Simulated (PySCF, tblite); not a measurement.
Isomers of H5N2OSi2 (doublet state), one GFN2-xTB conformer each. Single-point energies are computed at B3LYP/pcH-1 (PySCF, gas phase, no added dispersion term), electronic only. GFN2-xTB treats the open shell by occupation alone, and not every SCF solution was tested for stability.

Problem. Rank them by B3LYP/pcH-1 energy, lowest first (kJ/mol).
A. `[OH:1][Si:2]1[NH:3][SiH2:4][NH:5]1` (doublet state) with H–O1–Si2–N3 -47°, O1–Si2–N3–Si4 122°, Si2–N3–Si4–N5 -8°, N3–Si4–N5–Si2 8°, O1–Si2–N5–Si4 -122°
B. `[OH:1][Si@@H:2]1[N:3][SiH2:4][NH:5]1` (doublet state) with H–O1–Si2–N3 22°, O1–Si2–N3–Si4 -131°, Si2–N3–Si4–N5 14°, N3–Si4–N5–Si2 -13°, O1–Si2–N5–Si4 129°
C. `[OH:1][SiH:2]1[NH:3][SiH:4][NH:5]1` (doublet state) with H–O1–Si2–N3 48°

Solution. C (0.0), A (23.9), B (134.0).

GFN2-xTB itself gives, in the same order: 0.0, 7.8, 61.3. Both levels put the same isomer lowest; measured from each level's own lowest isomer, the values differ by up to 72.7 kJ/mol (O[Si@@H]1[N][SiH2]N1: 61.3 against 134.0).

Problem. What happens when harmonic zero-point energies from GFN2-xTB frequencies are added?

Solution. 
```tsv
SMILES	ZPE (kJ/mol)	electronic (kJ/mol)	with ZPE (kJ/mol)
O[SiH]1N[SiH]N1	158.9	0.0	0.0
O[Si]1N[SiH2]N1	159.2	23.9	24.2
O[Si@@H]1[N][SiH2]N1	153.3	134.0	128.3
```

The zero-point energies span 5.9 kJ/mol. The order is unchanged.
